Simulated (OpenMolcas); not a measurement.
Ru IV: from CASSCF to CASPT2

| Quantity | Value |
| --- | --- |
| Program | OpenMolcas 26.06 |
| Basis | ANO-RCC-VQZP [8s7p5d3f2g1h] |
| Scalar Hamiltonian | DKH2, point nucleus |
| Active space | 5 electrons in 10 orbitals (4d 5d) |
| State averaging | 2S+1 = 6 even, 1 root; 2S+1 = 4 even, 24 roots; 2S+1 = 2 even, 67 roots |
| Spin-orbit coupling | state interaction with AMFI integrals over the reference wave functions, term energies averaged over their components |

Methods on the same reference wave functions:
A. CASSCF
B. SS-CASPT2, IPEA 0.25 Eh, imaginary shift 0.1 Eh (closed shells correlated: 4s 4p)
C. MS-CASPT2, IPEA 0.25 Eh, imaginary shift 0.1 Eh (closed shells correlated: 4s 4p)

Energies in cm-1 above 4d5 6S 5/2.

| Level | A | B | C |
| --- | --- | --- | --- |
| 4d5 6S 5/2 | 0.0 | 0.0 | 0.0 |
| 4d5 4G 5/2 | 26912 | 23370 | 23370 |
| 4d5 4G 7/2 | 27136 | 23620 | 23620 |
| 4d5 4G 11/2 | 27251 | 23760 | 23760 |
| 4d5 4G 9/2 | 27284 | 23790 | 23790 |
| 4d5 4P 5/2 [57 %] | 30367 | 25860 | 25860 |
| 4d5 4P 3/2 [60 %] | 30780 | 26300 | 26300 |
| 4d5 4P 1/2 [72 %] | 31334 | 27000 | 27000 |
| 4d5 4D 7/2 | 33418 | 28190 | 28190 |
| 4d5 4D 1/2 [73 %] | 34002 | 28990 | 28990 |
| 4d5 4D 3/2 [59 %] | 34425 | 29550 | 29550 |
| 4d5 4D 5/2 [59 %] | 34441 | 29540 | 29540 |
| 4d5 2I 11/2 | 38699 | 34540 | 34540 |
| 4d5 2I 13/2 | 39195 | 35090 | 35090 |
| 4d5 2D 5/2(1) [51 %] | 42407 | 36740 | 36740 |
| 4d5 2D 3/2(1) [57 %] | 43485 | 37540 | 37540 |
| 4d5 4F 7/2 [58 %] | 44579 | 38520 | 38510 |
| 4d5 4F 9/2 | 44687 | 38560 | 38560 |
| 4d5 4F 5/2 | 45160 | 39140 | 39140 |
| 4d5 2F 7/2(1) [62 %] | 45809 | 40160 | 40160 |
| 4d5 4F 3/2 [57 %] | 46332 | 40360 | 40360 |
| 4d5 2H 11/2 | 48690 | 43610 | 43610 |
| 4d5 2G 7/2(1) | 49288 | 42640 | 42640 |
| 4d5 2F 5/2(2) | 52755 | 45170 | 45150 |

Between B and C the level of the table that moves most is 4d5 2F 5/2(2), by 17 cm-1 (lowest in C, highest in B). Moves below CASPT2's spread within the term are not significant.

From A to B the spin-free energies of the other terms of 4d5 shown, above 6S, scale by factors of 0.84 to 0.89, as is usual when dynamic correlation screens the repulsion within a d or f shell.

The lowest spin-free term lies below A's lowest term by 0.399 hartree in B, 0.399 hartree in C.

CASPT2 does not keep the components of a term degenerate, so their means are used; among the terms shown or strongly mixed into the levels shown the widest spread is 840 cm-1 (4d5 2I, C). Active for correlation alone: 5d; no level in the range computed is led by a configuration that fills it, so any true level of that kind is missing. Without dynamic correlation excited terms often stand tens of per cent too high (terms of higher spin than the ground term too low), and those without a measured partner can miss by more than the paired ones (holds for A). The CASPT2 spread within a term exceeds the gap to the next term for 4d5 2D(1) and 4d5 4F, 4d5 2G(1) and 4d5 2H, so the order of their levels is uncertain, and so are names and mixing where such terms share a J (holds for C). Levels of configurations outside the active space are missing. The table leaves out levels that lie high or whose names do not pair safely across all columns.

A share in square brackets marks a mixed level and gives the weight of the term that names it, the lowest over the columns. A number in round brackets counts repeated terms of one configuration in the order of the reference energies.
